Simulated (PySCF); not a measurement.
## `FC1=CO[C@@H](C(F)F)O1`, C₄H₃F₃O₂

Molfile (atoms numbered from 1):
```
C4H3F3O2
     RDKit          3D

 12 12  0  0  0  0  0  0  0  0999 V2000
    2.2542    0.3755    1.8735 F   0  0  0  0  0  0  0  0  0  0  0  0
    1.4829    0.2823    0.8147 C   0  0  0  0  0  0  0  0  0  0  0  0
    1.6937   -0.2552   -0.3786 C   0  0  0  0  0  0  0  0  0  0  0  0
    0.5544   -0.0860   -1.1499 O   0  0  0  0  0  0  0  0  0  0  0  0
   -0.3947    0.5283   -0.3079 C   0  0  1  0  0  0  0  0  0  0  0  0
   -1.5873   -0.4369   -0.0702 C   0  0  0  0  0  0  0  0  0  0  0  0
   -2.5035    0.1545    0.7196 F   0  0  0  0  0  0  0  0  0  0  0  0
   -2.1927   -0.7089   -1.2419 F   0  0  0  0  0  0  0  0  0  0  0  0
    0.2235    0.8252    0.9210 O   0  0  0  0  0  0  0  0  0  0  0  0
    2.5277   -0.7450   -0.8296 H   0  0  0  0  0  0  0  0  0  0  0  0
   -0.7832    1.4490   -0.7721 H   0  0  0  0  0  0  0  0  0  0  0  0
   -1.2740   -1.3834    0.3953 H   0  0  0  0  0  0  0  0  0  0  0  0
  1  2  1  0
  2  3  2  0
  3  4  1  0
  4  5  1  0
  5  6  1  0
  6  7  1  0
  6  8  1  0
  5  9  1  0
  9  2  1  0
  3 10  1  0
  5 11  1  6
  6 12  1  0
M  END
```

Method: GIAO KT3/pcSseg-1 magnetisability, rotational g tensor and spin-rotation constants, non-relativistic, gas phase (PySCF). Geometry: GFN2-xTB.

(1) Give the nuclear spin-rotation constants along the inertial axes (H = +C I·J) beside the isotropic shieldings.

## Answers

(1) Rotational constants 3.5631, 1.0681, 0.8749 GHz. A star marks the isotopologue with that one atom substituted, in its own axes.
```csv
atom,isotope,Caa (kHz),Cbb (kHz),Ccc (kHz),mean (kHz),σ (ppm)
F1,19F,3.605,1.077,0.547,1.743,318.2
F7,19F,2.386,0.891,1.163,1.480,307.9
F8,19F,3.020,0.688,1.160,1.623,308.8
H10,1H,-0.183,0.024,-0.087,-0.082,25.7
H11,1H,-0.259,-0.123,0.060,-0.107,25.7
H12,1H,-0.280,-0.119,0.061,-0.113,25.8
C2,13C*,1.618,0.323,0.276,0.739,25.6
C3,13C*,1.077,0.306,0.188,0.524,84.9
O4,17O*,-0.362,-0.104,-0.139,-0.202,251.2
C5,13C*,1.017,0.278,0.255,0.517,77.4
C6,13C*,1.026,0.295,0.261,0.527,71.0
O9,17O*,-0.609,-0.134,-0.161,-0.301,202.0
```
For the geometry as given, no vibrational averaging.
